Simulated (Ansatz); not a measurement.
Results of the Gaussian-basis code of Ansatz.

CH₉NOSi₂ (`C[SiH](N)[SiH2]O`) at its PBE0-D4/def2-TZVP geometry, where that method's forces vanish. Total charge 0; spin multiplicity 1.

```csv
atom,x (Å),y (Å),z (Å)
C1,0.6613,1.4366,-1.1157
Si2,-0.5678,0.5306,-0.0365
N3,-1.1442,-0.8368,-0.9595
Si4,0.4653,-0.5749,1.7621
O5,0.9343,-2.0155,1.0883
H6,1.0834,2.2893,-0.5787
H7,1.4837,0.7796,-1.4076
H8,0.1842,1.8173,-2.0230
H9,-1.6434,1.4881,0.3717
H10,-1.9176,-1.3697,-0.5880
H11,-1.2758,-0.7105,-1.9529
H12,-0.4508,-0.8091,2.9170
H13,1.6646,0.1284,2.2961
H14,0.5226,-2.1535,0.2267
```

Question: For each bond, give half the difference of the two atoms' forces along it (eV/Å; positive pushes the atoms apart) under PBE-D4, r2SCAN-D4, B3LYP-D4, ωB97M-V in def2-TZVPP. (Estimate.)

Answer: The calculation gave: 
```json
{"bond": "C1–Si2", "length (Å)": "1.870", "PBE-D4": "0.00", "r2SCAN-D4": "0.00", "B3LYP-D4": "0.09", "ωB97M-V": "0.04"}
{"bond": "C1–H6", "length (Å)": "1.093", "PBE-D4": "0.11", "r2SCAN-D4": "-0.02", "B3LYP-D4": "-0.05", "ωB97M-V": "-0.04"}
{"bond": "C1–H7", "length (Å)": "1.092", "PBE-D4": "0.10", "r2SCAN-D4": "-0.01", "B3LYP-D4": "-0.04", "ωB97M-V": "-0.04"}
{"bond": "C1–H8", "length (Å)": "1.094", "PBE-D4": "0.11", "r2SCAN-D4": "-0.01", "B3LYP-D4": "-0.04", "ωB97M-V": "-0.05"}
{"bond": "Si2–N3", "length (Å)": "1.748", "PBE-D4": "0.12", "r2SCAN-D4": "0.02", "B3LYP-D4": "0.10", "ωB97M-V": "0.10"}
{"bond": "Si2–Si4", "length (Å)": "2.350", "PBE-D4": "-0.13", "r2SCAN-D4": "-0.01", "B3LYP-D4": "0.05", "ωB97M-V": "-0.01"}
{"bond": "Si2–H9", "length (Å)": "1.497", "PBE-D4": "0.03", "r2SCAN-D4": "-0.02", "B3LYP-D4": "-0.12", "ωB97M-V": "-0.14"}
{"bond": "N3–H10", "length (Å)": "1.010", "PBE-D4": "0.20", "r2SCAN-D4": "0.02", "B3LYP-D4": "-0.02", "ωB97M-V": "-0.02"}
{"bond": "N3–H11", "length (Å)": "1.010", "PBE-D4": "0.21", "r2SCAN-D4": "0.02", "B3LYP-D4": "-0.03", "ωB97M-V": "-0.04"}
{"bond": "Si4–O5", "length (Å)": "1.658", "PBE-D4": "0.36", "r2SCAN-D4": "0.07", "B3LYP-D4": "0.16", "ωB97M-V": "0.16"}
{"bond": "Si4–H12", "length (Å)": "1.493", "PBE-D4": "0.04", "r2SCAN-D4": "-0.03", "B3LYP-D4": "-0.11", "ωB97M-V": "-0.14"}
{"bond": "Si4–H13", "length (Å)": "1.489", "PBE-D4": "0.05", "r2SCAN-D4": "-0.02", "B3LYP-D4": "-0.12", "ωB97M-V": "-0.14"}
{"bond": "O5–H14", "length (Å)": "0.965", "PBE-D4": "0.37", "r2SCAN-D4": "0.00", "B3LYP-D4": "-0.04", "ωB97M-V": "-0.09"}
```

B3LYP here is the variant with VWN-RPA as its local correlation; programs differ in this.
